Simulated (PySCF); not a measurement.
Mo(O)(NH)(F)(Me) (CH4FMoNO), SMILES [Mo]([F])(=[O])([CH3])=[NH], multiplicity 1.

Geometry optimised at r2SCAN-D4/def2-SVP. The multiplicity is an assumed one; no other spin state was optimised. The structure was generated by enumeration; whether it is a known compound was not checked. The def2 effective core potentials stand for the cores of Mo; spin–orbit coupling is left out.

Method: TDDFT-PBE/def2-SVPD (PySCF).

Vertical excitations. 

Q: Estimate the UV-visible absorptions. (The exact figures need the calculation; the answer reports its results.)

A: 
```tsv
state	energy (eV)	λ (nm)	f	main pairs
S1	3.93	316	0.007	HOMO→LUMO 90 %
S2	4.35	285	0.004	HOMO−1→LUMO 85 %
S3	4.47	277	0.000	HOMO→LUMO+1 95 %
S4	4.91	253	0.005	HOMO−2→LUMO 92 %
S5	5.14	241	0.005	HOMO−1→LUMO+1 69 %, HOMO−2→LUMO+1 12 %
S6	5.55	223	0.002	HOMO−3→LUMO 81 %
S7	5.61	221	0.002	HOMO−2→LUMO+1 43 %, HOMO→LUMO+2 38 %
S8	5.83	213	0.001	HOMO−4→LUMO 53 %, HOMO→LUMO+3 25 %, HOMO→LUMO+2 9 %
S9	5.89	211	0.021	HOMO→LUMO+2 23 %, HOMO→LUMO+3 19 %, HOMO−2→LUMO+1 15 %, HOMO−1→LUMO+2 13 %
S10	5.95	208	0.005	HOMO−1→LUMO+2 34 %, HOMO→LUMO+3 20 %, HOMO−4→LUMO 14 %, HOMO→LUMO+2 12 %
T1	3.40	365	0	HOMO→LUMO 95 %
T2	3.82	325	0	HOMO−1→LUMO 85 %
T3	4.04	307	0	HOMO→LUMO+1 88 %
T4	4.31	287	0	HOMO−1→LUMO+1 68 %, HOMO−2→LUMO 16 %
```
Triplets are in the Tamm–Dancoff approximation, which puts them higher than full response would, so one can lie above its singlet here.
